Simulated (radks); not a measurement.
Question: Cd3.2+, 44.8 electrons, occupied as [Ar] 3d10 4s2 4p(up 3, down 2.8) 4d9 (fractional occupations, a model configuration). Calculated with a radial shooting solver on a logarithmic mesh with Libxc functionals: non-relativistic Kohn-Sham, PBE, spin-polarised, spherical densities, point nucleus; open shells are filled with parallel spins first (spin-orbit coupling, left out, can overturn this in heavy ions); relativity is left out, which matters for an element this heavy. Some entries of the table are withheld. Estimate them.

| orbital | occ. | eigenvalue (eV) | <r^2> (bohr^2) | <r> (bohr) |
|---|---|---|---|---|
| 1s up | 1 | -25689.28 | 0.001345 | 0.03171 |
| 1s down | 1 | -25689.23 | 0.001345 | 0.03171 |
| 2s up | 1 | -3766.953 | 0.02216 | 0.1373 |
| 2s down | 1 | -3766.684 | 0.02216 | 0.1373 |
| 2p up | 3 | -3514.431 | 0.01673 | 0.1173 |
| 2p down | 3 | -3514.207 | 0.01673 | 0.1173 |
| 3s up | 1 | -731.5859 | 0.1573 | 0.3712 |
| 3s down | 1 | -731.4280 | 0.1573 | 0.3711 |
| 3p up | 3 | -629.0310 | 0.1525 | 0.3627 |
| 3p down | 3 | -628.8469 | 0.1525 | 0.3627 |
| 3d up | 5 | -439.2837 | 0.1330 | 0.3345 |
| 3d down | 5 | -439.0234 | 0.1329 | 0.3345 |
| 4s up | 1 | -137.3457 | (1) | 0.9040 |
| 4s down | 1 | -136.2642 | (2) | 0.9041 |
| 4p up | 3 | (3) | (4) | 0.9622 |
| 4p down | 2.8 | (5) | (6) | 0.9628 |
| 4d up | 5 | -50.3059 | 1.626 | 1.175 |
| 4d down | 4 | -49.3245 | 1.643 | 1.180 |

Answer: 
(1) 4s up <r^2> (bohr^2): 0.9242
(2) 4s down <r^2> (bohr^2): 0.9247
(3) 4p up eigenvalue (eV): -104.2574
(4) 4p up <r^2> (bohr^2): 1.057
(5) 4p down eigenvalue (eV): -103.1855
(6) 4p down <r^2> (bohr^2): 1.059
